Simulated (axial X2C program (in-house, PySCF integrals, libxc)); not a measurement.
# Testing model relations on BeB⁺

A bond curve at the PBE0 level, two-component, was computed with an in-house relativistic program for diatomic molecules (basis B dyall-v3z [7s6p2d1f], Be dyall-cv3z [8s8p3d1f] (cores contracted in-house)) for the state Ω = 0 (closed shell). Its fit gives Re = 2.2098 Å, ωe = 474.5 cm⁻¹, ωexe = 4.45 cm⁻¹ and αe = 1.068e-02 cm⁻¹; the masses are 11.0093 and 9.0122 u. Two-component means X2C with spin–orbit coupling and atomic mean-field Coulomb and Gaunt terms.

**Question.** Find the reduced mass, Be and the force constant.

**Answer.** From the PBE0 values: μ = 4.9556 u. Be = 16.8576/(μ Re²) = 0.6966 cm⁻¹. k = 5.8918×10⁻⁷ μ ωe² = 0.657 mdyn/Å.

**Question.** Where do the fundamental and the first overtone lie?

**Answer.** ν(1←0) = ωe − 2ωexe = 465.6 cm⁻¹; ν(2←0) = 2ωe − 6ωexe = 922.3 cm⁻¹.

**Question.** A Morse curve ties αe to the other constants (Pekeris). How well does that hold?

**Answer.** αe(Morse) = 6Be²/ωe × (√(ωexe/Be) − 1) = 9.373e-03 cm⁻¹; the PBE0 curve gives 1.068e-02 cm⁻¹, a ratio of 0.88.

**Question.** Give B0, the J = 1←0 line in GHz and the most populated J at 300 K (kT = 208.5 cm⁻¹).

**Answer.** B0 = Be − αe/2 = 0.6913 cm⁻¹; 2B0 = 41.45 GHz; J(max) ≈ √(kT/2B0) − 1/2 = 11.8, so J = 12.

**Question.** Estimate De from a Morse curve and compare with the computed well depth of 2.176 eV to B+ + Be.

**Answer.** De(Morse) = ωe²/(4ωexe) = 1.568 eV against 2.176 eV computed, a ratio of 0.72. The extrapolation falls short: long-range attraction (ionic or ion–induced dipole) or a change of character along the curve can cause this.

The state is a single determinant with fixed occupations, the lowest that a limited PBE0 search found. De is counted from the lowest determinant-based energies of the atoms at the same level, without counterpoise correction.
